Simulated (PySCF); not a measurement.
C2H3AuN, neutral, multiplicity 2. Atoms are numbered in the order given.

```xyz
7

Au    -0.0285     0.7405     0.0000
C     -0.2416    -3.7075     0.0000
N      0.2147    -2.3703     0.0000
C      0.5496    -1.2449     0.0000
H     -0.8544    -3.8948    -0.8953
H      0.6116    -4.4036     0.0000
H     -0.8544    -3.8948     0.8953
```
Charge 0, spin multiplicity 2.

The structure is a stationary point at B3LYP-D3(BJ)/def2-SVP. A frequency run showed that this geometry is not a minimum. The spin state was assumed, not searched. The isomer is the one that the SMILES or the coordinates give; other isomers of the formula were not compared. The def2 effective core potentials stand for the cores of Au; spin–orbit coupling is left out.

Computed with PySCF with TDA-PBE/def2-SVPD.

Vertical excitations. 

Computed excitation energies, oscillator strengths and character:
```
state    energy (eV)  λ (nm)      f                                                  main pairs
-------  -----------  ------  -----  ----------------------------------------------------------
root 1          2.31     536  0.007                                            α HOMO→LUMO 99 %
root 2          2.73     455  0.091                        α HOMO→LUMO+1 86 %, β HOMO→LUMO 10 %
root 3          3.12     398  0.045                         α HOMO→LUMO+1 9 %, β HOMO→LUMO 88 %
root 4          3.32     373  0.000                                         β HOMO−1→LUMO 100 %
root 5          3.32     373  0.001                                          β HOMO−2→LUMO 99 %
root 6          3.50     354  0.007                                          α HOMO→LUMO+2 98 %
root 7          3.67     338  0.001                                          β HOMO−3→LUMO 94 %
root 8          3.72     334  0.000                                          β HOMO−4→LUMO 97 %
root 9          4.32     287  0.096                       α HOMO→LUMO+3 83 %, β HOMO→LUMO+2 7 %
root 10         4.35     285  0.010  α HOMO→LUMO+4 29 %, α HOMO−1→LUMO 15 %, β HOMO→LUMO+1 53 %
```
Unrestricted roots are not spin-pure.
